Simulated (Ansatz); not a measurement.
Basis-set extrapolation for CH5NOSi2 (`C1=N[SiH2]O[SiH2]1`) (PBE0-D4/def2-TZVP geometry, frozen core, Ansatz 0.2.0). Multiplicity 1, RHF reference.

```
                      def2-TZVPP   def2-QZVPP
                 HF  -748.142925  -748.169740
    MP2 correlation    -0.817214    -0.878492
CCSD(T) correlation    -0.890904      not run
```

Energies in hartree. Use E(X) = E(∞) + A·exp(−7.88·√X) for Hartree–Fock and E(X) = E(∞) + B·X^(−2.97) for correlation, with X = 3 and 4, and add CCSD(T) minus MP2 of the smaller set to the MP2 limit.

**Question.** What is the CCSD(T) energy at the basis-set limit?

**Answer.** HF limit: -748.169740 + (-0.026815) × 0.13774 = -748.17343. MP2 limit: -0.878492 + (-0.061278) × 0.74074 = -0.92388. Higher-order term: -0.890904 − (-0.817214) = -0.07369. Total: -749.17100 hartree, 360.1 kJ/mol below CCSD(T)/def2-TZVPP.
